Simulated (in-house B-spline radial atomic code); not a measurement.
A run on Ce that did not converge. Method: scalar-relativistic (X2C) Hartree-Fock with fractional occupations, spin-polarised, spherical fractional occupations, Fermi nucleus of rms radius 4.8771 fm; computed with an all-electron radial atomic-structure program (B-spline basis).

Command:
```bash
python run_scf.py task.json out
```
Settings (nuclear radius in fm, mass in u):
```
Z                58
configuration    [Xe] 4f1 5d1 6s2
hamiltonian      x2c
method           hf,
spin_polarised   True
nucleus          fermi
rms_radius       4.8771
atomic_mass      139.90545
speed_of_light   137.035999084
```

First and last ten iterations of the last attempt (damped for 15 steps, keeping 80 % of the old Fock matrix, then DIIS):
```
 iter        energy (Eh)    residual
    1       -8848.970932    5.33e-01
    2       -8852.537498    2.85e-01
    3       -8854.193604    1.91e-01
    4       -8855.038729    1.27e-01
    5       -8855.468068    8.40e-02
    6       -8855.685124    5.45e-02
    7       -8855.794282    3.48e-02
    8       -8855.848915    2.34e-02
    9       -8855.876305    1.58e-02
   10       -8855.760421    3.96e-02
  111       -8855.789820    3.03e-02
  112       -8855.783311    3.12e-02
  113       -8855.779876    3.18e-02
  114       -8855.778695    3.21e-02
  115       -8855.779754    3.19e-02
  116       -8855.897650    1.24e-02
  117       -8855.880198    1.73e-02
  118       -8855.780896    3.19e-02
  119       -8855.781026    3.17e-02
  120       -8855.881827    1.69e-02
 not converged after 120 iterations
```

The smallest residual met was 8.2e-03; the threshold is about 6e-07. No energy from this run should be used. Run time, properties included: 23 s on 1 thread of Arm Neoverse N1 (shared host).
